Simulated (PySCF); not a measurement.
# Field gradients at the hydrogen positions

Compound: C6H11OPS.
Z-matrix (Å and degrees, PBE0-D3(BJ)/def2-SVP geometry), rows numbered from 1:
```
C 
S   1  1.8038
C   2  1.8048  1  100.69
P   3  1.8359  2  114.72  1    45.93
O   4  1.4937  3  113.95  2    41.00
C   4  1.7618  3  111.59  2  -114.12
C   6  1.4784  4  151.46  3    89.25
C   6  1.3461  4   67.54  3   -98.95
C   8  1.4789  4  151.38  6   171.98
H   1  1.1010  2  112.16  3    59.02
H   1  1.0988  2  106.33  3   177.54
H   1  1.1014  2  110.08  3   -64.90
H   3  1.1023  2  112.38  1   -78.12
H   3  1.1018  2  105.68  1   164.27
H   7  1.1014  6  110.74  4   -66.18
H   7  1.1003  6  111.98  4   172.17
H   7  1.1013  6  109.85  4    51.49
H   9  1.1011  8  109.91  4   -51.09
H   9  1.1004  8  111.83  4  -171.74
H   9  1.1011  8  110.81  4    66.81
```

Level: PBE0/pcSseg-1 (PySCF, non-relativistic); Q(2H) = 0.00286 b; rigid geometry, the same for H and D, with no vibrational averaging.

Task: Tabulate Vzz, the asymmetry η and χzz = 234.96 MHz × Q × Vzz for every hydrogen position.

Result: 
```tsv
atom	bonded to	bond length (Å)	Vzz (au)	η	χzz (kHz)
H10	C1	1.101	0.2904	0.03	195
H11	C1	1.099	0.2936	0.05	197
H12	C1	1.101	0.2785	0.03	187
H13	C3	1.102	0.2850	0.02	192
H14	C3	1.102	0.2871	0.05	193
H15	C7	1.101	0.2895	0.03	195
H16	C7	1.100	0.2909	0.03	195
H17	C7	1.101	0.2886	0.03	194
H18	C9	1.101	0.2888	0.03	194
H19	C9	1.100	0.2907	0.03	195
H20	C9	1.101	0.2897	0.03	195
```

The structure is a single PBE0-D3(BJ)/def2-SVP conformer in the gas phase; no vibrational or solvent corrections. With a basis this small, the couplings can be 20 % off.
